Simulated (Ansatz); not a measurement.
Two isomers of CH5AlF2Si: A = `C[SiH2][Al]([F])[F]`, B = `[F][AlH][CH](F)[SiH3]`.

Program: Ansatz. Geometries: PBE0-D4/def2-TZVP. ΔE: electronic, gas phase. CCSD(T)/CBS adds triple-zeta CCSD(T) − MP2 to the extrapolated MP2 energy (def2 sets, frozen cores). Functionals use def2-TZVPP. B3LYP here is the variant with VWN-RPA as its local correlation; programs differ in this. One conformer a species, not always the lowest.

A:

Z-matrix (Å, degrees):
```
C
Si 1 1.877
H 1 1.092 2 110.9
H 1 1.092 2 110.9 3 119.9
H 1 1.092 2 110.4 3 -120.1
Al 2 2.436 1 112.5 3 -59.7
H 2 1.491 1 110.6 3 61.1
H 2 1.491 1 110.6 3 179.3
F 6 1.645 2 122.3 1 -178.1
F 6 1.647 2 121.3 1 2.0
```

B:

Z-matrix (Å, degrees):
```
C
Al 1 1.970
Si 1 1.890 2 115.1
F 1 1.415 2 107.8 3 122.4
H 1 1.100 2 109.6 3 -120.8
F 2 1.651 1 116.1 3 62.1
H 2 1.572 1 124.8 3 -117.0
H 3 1.487 1 107.2 2 -64.2
H 3 1.488 1 110.0 2 54.3
H 3 1.485 1 111.2 2 175.1
```

(1) Which isomer does CCSD(T)/CBS put lower? Give the gap. (An estimate is asked.)

(2) Give E(B) − E(A) in kcal/mol with MP2/def2-TZVPP, PBE-D4, B3LYP-D4, B3LYP, CCSD(T)/def2-TZVPP, CCSD/def2-TZVPP, ωB97M-V. (Estimate.)

Largest T1 diagnostic: 0.013.

## Answers

(1) Ansatz gave: A, by 77.3 kcal/mol.

(2) Ansatz gave: MP2/def2-TZVPP 78.7, PBE-D4 74.6, B3LYP-D4 74.2, B3LYP 74.6, CCSD(T)/def2-TZVPP 76.7, CCSD/def2-TZVPP 76.9, ωB97M-V 73.3. None reverses the order clearly.

From PBE to PBE0 (25 % exact exchange), in def2-TZVPP and without D4, E(B) − E(A) moves by +1.5 kcal/mol. In def2-TZVPP, CCSD(T) changes the Hartree–Fock value by +1.6 kcal/mol (the triples alone add −0.2 kcal/mol) and MP2 by +3.7 kcal/mol.
